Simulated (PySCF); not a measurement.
Mg(Br)(iPr) (C3H7BrMg), SMILES C[CH](C)[Mg][Br]. Atoms are numbered in the order given.

```xyz
12

Mg     0.2371    -0.1849     0.0000
Br    -2.1214     0.0457     0.0000
C      2.3431    -0.3904     0.0000
C      2.9849     0.1936     1.2673
C      2.9849     0.1936    -1.2673
H      2.5243    -1.4825     0.0000
H      4.0834     0.0453     1.2699
H      2.8195     1.2825     1.3522
H      2.5978    -0.2673     2.1920
H      2.5978    -0.2673    -2.1920
H      4.0834     0.0453    -1.2699
H      2.8195     1.2825    -1.3522
```

The structure is a stationary point at B3LYP-D3(BJ)/def2-SVP. One conformer was computed; it need not be the lowest.

The numbers are results of B3LYP/pcSseg-1 in PySCF, not measurements.

GIAO shieldings, no solvent; atoms alike by connectivity are averaged. δ = σ(ref) − σ: ¹³C against TMS (σ = 181.3 ppm); ¹H against TMS (σ = 31.68 ppm), references at their B3LYP-D3(BJ)/def2-TZVP geometries, non-relativistic (without spin–orbit terms, shifts of atoms bonded to Cl or Br come out too high).

```
nucleus                      atoms  count  δ (ppm)
-------  -------------------------  -----  -------
¹³C                         C4, C5      2     28.9
¹³C                             C3      1     22.6
¹H       H7, H8, H9, H10, H11, H12      6     1.79
¹H                              H6      1     1.09
```
